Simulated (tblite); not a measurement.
Compound: C5H13NOSi.
Atom-mapped SMILES: `[CH3:1][CH:2]([CH3:3])[C@@H:4]([SiH3:5])[C:6]([NH2:7])=[O:8]` (hydrogens: H9, H10, H11 on C1; H12 on C2; H13, H14, H15 on C3; H16 on C4; H17, H18, H19 on Si5; H20, H21 on N7)

The geometry is computed with GFN2-xTB (gas phase).

**Question.** What internal coordinates does the optimisation give?

**Answer.** 
```
                     bond  length (Å)
                    C1–C2       1.524
                    C2–C3       1.529
                    C2–C4       1.534
                   C4–Si5       1.918
                    C4–C6       1.504
                    C6–N7       1.358
                    C6=O8       1.213
    C1–H9, C1–H10, C1–H11       1.088
                   C2–H12       1.094
   C3–H13, C3–H14, C3–H15       1.088
                   C4–H16       1.095
Si5–H17, Si5–H18, Si5–H19       1.463
                   N7–H20       1.006
                   N7–H21       1.003
```

Bonds in one row agree within 0.01 Å and their mean is given. A selection of angles:
```
    angle  degrees
 C1–C2–C3    109.9
 C1–C2–C4    111.9
 C3–C2–C4    109.9
C2–C4–Si5    113.9
 C2–C4–C6    109.9
Si5–C4–C6    105.1
 C4–C6–N7    115.1
 C4–C6–O8    123.7
 N7–C6–O8    121.2
H20–N7–C6    118.7
H21–N7–C6    122.6
```

Torsions: C1–C2–C4–Si5 55° (synclinal); C2–C4–C6–N7 138° (anticlinal).

Of the pairs four or more bonds apart, Si5···H9 is among the closest relative to their van der Waals radii: 2.84 Å, 86 % of the sum of Bondi's values. Si5 (SiH3 silicon) is tetrahedral (angles from 108.0° to 111.1°). N7 (amide nitrogen) is planar (angles 122.6°, 118.7° and 118.7°, sum 360.0°, 0.00 Å off the plane of its three neighbours). The 4 C–C bonds span 1.504 Å (C4–C6, drawn single) to 1.534 Å (C2–C4, drawn single), a spread of 0.030 Å.

Point group: C1 (no symmetry element, even within 0.4 Å). Its GFN2-xTB frequencies are all real (lowest 38 cm⁻¹). One conformer, not necessarily the lowest (C1–C2–C4–Si5 55°, C2–C4–C6–N7 138°, C4–C6–N7–H 177° and -2°). 3 starts were optimised and ended at 0.00, 0.60 and 0.97 kcal/mol (GFN2-xTB); the lowest of these is shown.

Time: 0.84 s. Hardware: one thread, Arm Neoverse V1 (aarch64), no GPU, on a shared host. These figures are those of the optimisation.
